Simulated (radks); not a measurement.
Values are calculated unless marked as measured or tabulated.
Tl4+, configuration [Xe] 4f14 5d9 (the NIST ground configuration). Level of theory: Dirac Kohn-Sham, Slater X-alpha with alpha = 0.579, spin-unpolarised, spherical densities, finite nucleus; open shells are shared between the two j in proportion to 2j + 1; Fermi nuclear charge, rms radius 5.4759 fm (a radial shooting solver on a logarithmic mesh with Libxc functionals).

Unscreened Slater integrals over Kohn-Sham orbitals (hartree). Large and small components are both included.

integral,value
"F0(5d5/2,5d5/2)",0.67428
"F2(5d5/2,5d5/2)",0.35343
"F4(5d5/2,5d5/2)",0.23595
"F0(5d5/2,5d3/2)",0.68471
"F2(5d5/2,5d3/2)",0.35855
"G2(5d5/2,5d3/2)",0.35799
"G4(5d5/2,5d3/2)",0.23908
"F0(5d5/2,5p3/2)",0.75217
"F2(5d5/2,5p3/2)",0.38089
"G1(5d5/2,5p3/2)",0.46679
"G3(5d5/2,5p3/2)",0.29011
"F0(5d5/2,5p1/2)",0.77473
"G3(5d5/2,5p1/2)",0.26564
"F0(5d3/2,5d3/2)",0.69575
"F2(5d3/2,5d3/2)",0.36458
"F0(5d3/2,5p3/2)",0.76752
"F2(5d3/2,5p3/2)",0.39334
"G1(5d3/2,5p3/2)",0.48922
"G3(5d3/2,5p3/2)",0.30413
"F0(5d3/2,5p1/2)",0.79195
"G1(5d3/2,5p1/2)",0.45491
"F0(5p3/2,5p3/2)",0.87077
"F2(5p3/2,5p3/2)",0.46903
"F0(5p3/2,5p1/2)",0.90949
"G2(5p3/2,5p1/2)",0.47492
"F0(5p1/2,5p1/2)",0.95610
